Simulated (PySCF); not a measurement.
C3H6BNO, SMILES C#CB(N)OC.

The structure is a stationary point at PBE0-D3(BJ)/def2-SVP. The structure was generated by enumeration, and PubChem lists no compound with its InChIKey, so it may never have been made. Other conformers were not sampled.

Method: PBE/def2-TZVP (PySCF).

Symmetry labels are those of the subgroup Cs that the program uses (full group Cs).

List the valence orbital energies around the gap with their symmetry. (Estimate from the structure and the level; the computed values follow.)


| orbital | symmetry | energy (eV) |
|---|---|---|
| HOMO−7 | A' | -10.95 |
| HOMO−6 | A" | -10.91 |
| HOMO−5 | A' | -9.71 |
| HOMO−4 | A" | -8.08 |
| HOMO−3 | A' | -7.36 |
| HOMO−2 | A' | -6.80 |
| HOMO−1 | A" | -6.74 |
| HOMO | A" | -6.11 |
| LUMO | A" | -1.10 |
| LUMO+1 | A' | -0.21 |
| LUMO+2 | A' | 0.41 |
| LUMO+3 | A' | 1.06 |
